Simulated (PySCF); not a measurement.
Job file and geometry (Å, from PBE0-D3(BJ)/def2-SVP) of an NMR shielding run on SMILES C#C[C@@H]1C[C@]1(C)S(=O)(=O)[O-], [C6H7O3S]-, GIAO PBE0/pcSseg-1 NMR shielding, non-relativistic, gas phase in PySCF; density fitting, a coarse starting grid and PySCF grid level 2 are the driver's defaults:

```
{"job": {"kind": "nmr", "xc": "PBE0", "basis": "pcSseg-1"}, "charge": -1, "multiplicity": 1}
C      2.649204     1.380455    -1.170788
C      1.798620     0.569186    -0.871775
C      0.885460    -0.490032    -0.538823
C     -0.449425    -0.674000    -1.235738
C     -0.420732    -0.317703     0.206646
C     -0.768817    -1.317183     1.273250
S     -1.010263     1.356559     0.632966
O     -2.447466     1.127969     0.904194
O     -0.214210     1.716149     1.823716
O     -0.745825     2.168411    -0.573856
H      3.349047     2.158092    -1.406250
H      1.406638    -1.421802    -0.282676
H     -0.730848    -1.689475    -1.534651
H     -0.748494     0.139733    -1.901760
H     -0.305036    -1.009909     2.222723
H     -1.859311    -1.323871     1.414639
H     -0.423107    -2.331549     1.010677
```

Q: What does the program print?

A: 
```
coarse grid: 15744 points
cycle   1  E = -855.4927645149  dE =  2.249e+00  |g| = 1.335e+00  |ddm| = 4.292e+00
cycle   2  E = -854.9807749091  dE =  5.120e-01  |g| = 2.168e+00  |ddm| = 3.736e+00
cycle   3  E = -855.8104330751  dE = -8.297e-01  |g| = 2.396e-01  |ddm| = 2.615e+00
cycle   4  E = -855.8226315111  dE = -1.220e-02  |g| = 9.647e-02  |ddm| = 3.565e-01
cycle   5  E = -855.8241513233  dE = -1.520e-03  |g| = 5.719e-02  |ddm| = 1.129e-01
cycle   6  E = -855.8249174471  dE = -7.661e-04  |g| = 1.227e-02  |ddm| = 4.738e-02
cycle   7  E = -855.8249527989  dE = -3.535e-05  |g| = 2.631e-03  |ddm| = 1.392e-02
cycle   8  E = -855.8249541493  dE = -1.350e-06  |g| = 1.032e-03  |ddm| = 4.017e-03
final grid: 150224 points
cycle   9  E = -855.9188453741  dE = -3.452e-05  |g| = 1.232e-02  |ddm| = 5.596e-02
cycle  10  E = -855.9188043165  dE =  4.106e-05  |g| = 1.872e-02  |ddm| = 3.382e-02
cycle  11  E = -855.9188753328  dE = -7.102e-05  |g| = 3.030e-03  |ddm| = 2.139e-02
cycle  12  E = -855.9188772916  dE = -1.959e-06  |g| = 7.057e-04  |ddm| = 2.809e-03
cycle  13  E = -855.9188773973  dE = -1.057e-07  |g| = 2.337e-04  |ddm| = 7.390e-04
cycle  14  E = -855.9188774102  dE = -1.289e-08  |g| = 4.835e-05  |ddm| = 2.553e-04
cycle  15  E = -855.9188774107  dE = -4.920e-10  |g| = 1.782e-05  |ddm| = 7.810e-05
converged SCF energy = -855.9188774107

GIAO shielding tensors (ppm)
atom      isotropic    diamagn.    paramagn.     s11        s22        s33       span
  0 C      115.786     264.719    -148.934     43.767     50.198    253.392    209.624
  1 C       92.609     251.319    -158.710    -11.960     -5.179    294.968    306.928
  2 C      169.648     255.765     -86.117    138.486    162.203    208.256     69.770
  3 C      162.596     255.158     -92.563    140.487    158.913    188.386     47.899
  4 C      139.603     261.296    -121.692     99.209    133.940    185.661     86.451
  5 C      161.371     246.335     -84.964    138.324    158.182    187.605     49.281
  6 S      173.362    1048.927    -875.565     27.173    237.006    255.906    228.733
  7 O       95.159     401.626    -306.468     52.816     76.718    155.942    103.126
  8 O      112.886     402.815    -289.929     65.971     92.170    180.517    114.546
  9 O      114.375     404.203    -289.828     77.371    102.976    162.778     85.407
 10 H       30.004      35.080      -5.076     24.552     24.989     40.469     15.917
 11 H       30.729      32.470      -1.742     22.749     30.299     39.137     16.388
 12 H       31.245      33.327      -2.082     26.075     27.832     39.828     13.754
 13 H       29.671      32.545      -2.874     24.269     28.878     35.867     11.598
 14 H       29.158      30.382      -1.224     24.902     27.729     34.843      9.941
 15 H       29.060      30.075      -1.014     24.151     28.025     35.006     10.855
 16 H       31.747      31.390       0.357     26.900     29.768     38.575     11.675
```

Q: Turn these shieldings into chemical shifts. References, each an isolated molecule treated in the same way: 13C (σ = 184.41 ppm), 1H (σ = 31.27 ppm) against TMS; 33S (σ = 495.66 ppm) vs CS2; 17O (σ = 334.56 ppm) against H2O.

A: Averaging equivalent atoms: C 1: 91.8; C 0: 68.6; C 4: 44.8; C 5: 23.0; C 3: 21.8; C 2: 14.8; S 6: 322; O 7: 239.4; O 8: 221.7; O 9: 220.2; H 13: 1.60; H 14/15/16: 1.28; H 10: 1.26; H 11: 0.54; H 12: 0.02 ppm. Experimental scales use liquid or dissolved standards, which lie at an offset from isolated H2O (liquid H2O: subtract about 36 ppm).

Size and cost of the density-fitted run: 212 basis functions, 37 s wall time on 1 thread of an Arm Neoverse V1, shared host.
